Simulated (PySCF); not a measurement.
2-methylazaborolidine (C4H10BN), SMILES CB1CCCN1.

Geometry optimised at PBE0-D3(BJ)/def2-SVP. The values are those of a single conformer.

Method: HF/def2-TZVP in PySCF.

The molecule is in vacuum.

Question: Estimate the frontier levels, gap, dipole moment and polarisability. (The exact figures need the calculation; the answer reports its results.)

Answer: 
| Property | Value |
|---|---|
| highest occupied level | -10.35 eV |
| lowest empty level | 3.15 eV |
| orbital gap | 13.50 eV |
| dipole moment | 0.94 D |
| quadrupole, principal values (traceless, Buckingham form, about the centre of nuclear charge) | -2.12, -0.45, 2.57 D·Å |
| mean static polarisability | 63.1 bohr³ (9.35 Å³) |
| polarisability, principal values | 53.9, 63.4, 72.1 bohr³ |
